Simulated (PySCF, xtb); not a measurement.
CH6N, SMILES C[NH3+], charge +1.

GFN2-xTB run with xtb at its own geometry gives an orbital gap of 11.11 eV.

The structure is a stationary point at PBE0-D3(BJ)/def2-TZVP. The isomer is the one that the SMILES or the coordinates give; other isomers of the formula were not compared.

**Question.** What does PBE0/def2-TZVPD run with PySCF give? (Estimate from the structure and the level; the computed values follow.)

**Answer.** gap 11.87 eV (levels -17.36 and -5.49 eV).
